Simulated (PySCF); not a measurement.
Si(NHSiH3)(Cl)3 (Cl3H4NSi2), SMILES [SiH3]N[Si](Cl)(Cl)Cl.

Geometry optimised at PBE0-D3(BJ)/def2-SVP. The values are those of a single conformer.

Two levels are set side by side: PBE/def2-TZVP (PySCF) and PBE0/def2-TZVP (PySCF). Same geometry, gas phase. Differences are taken from unrounded values.

| quantity | PBE0 |
|---|---|
| orbital gap (eV) | 7.97 |
| highest occupied level (eV) | -8.25 |
| lowest empty level (eV) | -0.28 |
| dipole moment (D) | 2.05 |
| mean polarisability (bohr³) | 89.1 |

**Question.** What does PBE give, and how far is it from PBE0? (An estimate is asked for; the answer gives what the named calculation found.)

**Answer.** 
```
quantity                       PBE  PBE minus PBE0
---------------------------  -----  --------------
orbital gap (eV)              5.65           -2.32
highest occupied level (eV)  -6.86            1.39
lowest empty level (eV)      -1.21           -0.93
dipole moment (D)             1.97           -0.08
mean polarisability (bohr³)   92.6             3.5
```

Without exact exchange PBE keeps part of each electron's self-repulsion, which lifts occupied levels and narrows the gap. PBE's more diffuse valence density responds more strongly to a field. Differences between two approximate levels are no errors against the true value.

Rough cost on one machine, each run with all the roots and properties that it gave: PBE0 against PBE within a factor of 2.
